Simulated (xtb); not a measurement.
Cl3Ga, charge +1, doublet, geometry from GFN2-xTB (such geometries of metal compounds can be far from the true shape) (a state made from the parent by changing its charge; the spin is typed, not shown lowest), atoms displaced at random by about 0.06 Å a coordinate; GFN2-xTB (xtb 6.7.1).

Here is a job for xtb.
```
$ xtb mol.xyz --gfn 2 --chrg 1 --uhf 1 --opt --json

# file mol.xyz
4

Ga     0.03995222     0.08762906     0.00845312
Cl    -1.68963934    -1.10627605    -0.22880250
Cl     0.01814359     2.00881663    -0.70977605
Cl     1.59860016    -0.92956798     1.03056168
```

It wrote (shortened):

```
   ID    Z sym.   atoms
    1   31 Ga     1
    2   17 Cl     2-4

           -------------------------------------------------
          |                Calculation Setup                |
           -------------------------------------------------

           -------------------------------------------------
          |                 G F N 2 - x T B                 |
           -------------------------------------------------

          ...................................................
          :                      SETUP                      :
          :.................................................:
          :  # basis functions                  40          :
          :  # atomic orbitals                  36          :
          :  # shells                           12          :
          :  # electrons                        23          :
          :  max. iterations                   250          :
          :  Hamiltonian                  GFN2-xTB          :
          :  restarted?                      false          :
          :  GBSA solvation                  false          :
          :  PC potential                    false          :
          :  electronic temp.          300.0000000     K    :
          :  accuracy                    1.0000000          :
          :  -> integral cutoff          0.2500000E+02      :
          :  -> integral neglect         0.1000000E-07      :
          :  -> SCF convergence          0.1000000E-05 Eh   :
          :  -> wf. convergence          0.1000000E-03 e    :
          :  Broyden damping             0.4000000          :
          :  net charge                          1          :
          :  unpaired electrons                  1          :
          ...................................................

 iter      E             dE          RMSdq      gap      omega  full diag
   1    -14.4829318 -0.144829E+02  0.207E+01    3.89       0.0  T
   2    -14.4222183  0.607135E-01  0.126E+01    4.21       1.0  T
   3    -14.3614909  0.607274E-01  0.127E+01    3.15       1.0  T
   4    -14.4243112 -0.628203E-01  0.746E+00    3.59       1.0  T
   5    -14.4579735 -0.336623E-01  0.454E+00    3.98       1.0  T
   6    -14.4653998 -0.742633E-02  0.407E+00    4.02       1.0  T
   7    -14.4727577 -0.735789E-02  0.336E+00    4.14       1.0  T
   8    -14.4903979 -0.176402E-01  0.115E+00    4.25       1.0  T
   9    -14.4886713  0.172663E-02  0.139E+00    4.23       1.0  T
  10    -14.4894039 -0.732569E-03  0.124E+00    4.24       1.0  T
  11    -14.4505934  0.388105E-01  0.467E+00    4.24       1.0  T
  12    -14.4522978 -0.170442E-02  0.457E+00    4.24       1.0  T
  13    -14.4646426 -0.123449E-01  0.378E+00    4.26       1.0  T
  14    -14.4911554 -0.265128E-01  0.447E-01    4.28       1.0  T
  15    -14.4904795  0.675857E-03  0.779E-01    4.27       1.0  T
  16    -14.4911912 -0.711659E-03  0.440E-01    4.27       1.0  T
  17    -14.4913073 -0.116100E-03  0.358E-01    4.27       1.0  T
  18    -14.4914866 -0.179320E-03  0.803E-02    4.27       1.0  T
  19    -14.4914044  0.822176E-04  0.223E-01    4.27       1.0  T
  20    -14.4914208 -0.164065E-04  0.201E-01    4.27       1.0  T
  21    -14.4914810 -0.602135E-04  0.799E-02    4.27       1.0  T
  22    -14.4914881 -0.707320E-05  0.489E-02    4.27       1.0  T
  23    -14.4914923 -0.417501E-05  0.126E-02    4.27       4.0  T
  24    -14.4914924 -0.145394E-06  0.800E-03    4.27       6.2  T
  25    -14.4914925 -0.606414E-07  0.290E-03    4.27      17.2  T
  26    -14.4914925  0.170662E-07  0.369E-03    4.27      13.6  T
  27    -14.4914925 -0.174035E-07  0.134E-03    4.27      37.3  T
  28    -14.4914925 -0.102794E-08  0.102E-03    4.27      49.2  T
  29    -14.4914925 -0.121560E-08  0.458E-04    4.27     109.1  T
  30    -14.4914925 -0.167132E-09  0.194E-04    4.27     257.7  T

   *** convergence criteria satisfied after 30 iterations ***

         :::::::::::::::::::::::::::::::::::::::::::::::::::::
[...]
         :: total energy             -14.479768020814 Eh    ::
 * total energy  :   -14.4797680 Eh     change       -0.5882406E-10 Eh
 * total energy  :   -14.4808396 Eh     change       -0.1071567E-02 Eh
 * total energy  :   -14.4808757 Eh     change       -0.3611876E-04 Eh
 * total energy  :   -14.4810224 Eh     change       -0.1466602E-03 Eh
 * total energy  :   -14.4810521 Eh     change       -0.2976417E-04 Eh
 * total energy  :   -14.4810570 Eh     change       -0.4877139E-05 Eh
   *** GEOMETRY OPTIMIZATION CONVERGED AFTER 6 ITERATIONS ***
         :: total energy             -14.481057008664 Eh    ::
[...]
         2        2.0000           -1.2678030             -34.4987
         3        2.0000           -1.2643992             -34.4061
         4        2.0000           -0.8126624             -22.1137
         5        2.0000           -0.6940695             -18.8866
         6        2.0000           -0.6939674             -18.8838
         7        2.0000           -0.6765823             -18.4107
         8        1.9999           -0.6765399             -18.4096
         9        1.9998           -0.6754042             -18.3787
        10        1.9659           -0.6703292             -18.2406
        11        1.9631           -0.6702528             -18.2385
        12        1.0713           -0.6647136             -18.0878 (HOMO)
        13                         -0.5151732             -14.0186 (LUMO)
        14                         -0.3390531              -9.2261
        15                         -0.2341683              -6.3720
        16                         -0.2338743              -6.3640
        17                         -0.2158235              -5.8729
        18                         -0.2157738              -5.8715
        19                         -0.2143072              -5.8316
        20                         -0.2142921              -5.8312
        21                         -0.2140065              -5.8234
        22                         -0.2123989              -5.7797
        23                         -0.2120965              -5.7714
       ...                                ...                  ...
        36                          1.1721669              31.8963
      -------------------------------------------------------------
                  HL-Gap            0.1495404 Eh            4.0692 eV
             Fermi-level           -0.6285482 Eh          -17.1037 eV

     #   Z          covCN         q      C6AA      α(0)
     1  31 Ga       2.375     0.083   216.654    33.009
     2  17 Cl       0.792     0.306    90.377    14.543
     3  17 Cl       0.792     0.306    90.378    14.543
     4  17 Cl       0.792     0.306    90.380    14.543

 Mol. C6AA /au·bohr⁶  :       1826.220493
 Mol. C8AA /au·bohr⁸  :     112820.789620
 Mol. α(0) /au        :         76.637199

Wiberg/Mayer (AO) data.
largest (>0.10) Wiberg bond orders for each atom

 ---------------------------------------------------------------------------
     #   Z sym  total        # sym  WBO       # sym  WBO       # sym  WBO
 ---------------------------------------------------------------------------
     1  31 Ga   3.762 --     2 Cl   1.255     3 Cl   1.254     4 Cl   1.252
     2  17 Cl   1.851 --     1 Ga   1.255     4 Cl   0.298     3 Cl   0.298
     3  17 Cl   1.850 --     1 Ga   1.254     4 Cl   0.298     2 Cl   0.298
     4  17 Cl   1.849 --     1 Ga   1.252     3 Cl   0.298     2 Cl   0.298
 ---------------------------------------------------------------------------

Topologies differ in total number of bonds
Writing topology from bond orders to xtbtopo.mol

molecular dipole:
                 x           y           z       tot (Debye)
 q only:       -0.015       0.029       0.048
   full:       -0.017       0.029       0.046       0.145
molecular quadrupole (traceless):
                xx          xy          yy          xz          yz          zz
 q only:        2.310       1.309       2.514       3.426      -3.192      -4.824
  q+dip:        3.165       1.796       3.447       4.693      -4.374      -6.612
   full:        2.223       1.256       2.417       3.297      -3.071      -4.640

optimized geometry written to: xtbopt.xyz

           -------------------------------------------------
          | TOTAL ENERGY              -14.481057008664 Eh   |
          | GRADIENT NORM               0.000194292162 Eh/α |
          | HOMO-LUMO GAP               4.069200697554 eV   |
           -------------------------------------------------

normal termination of xtb
```
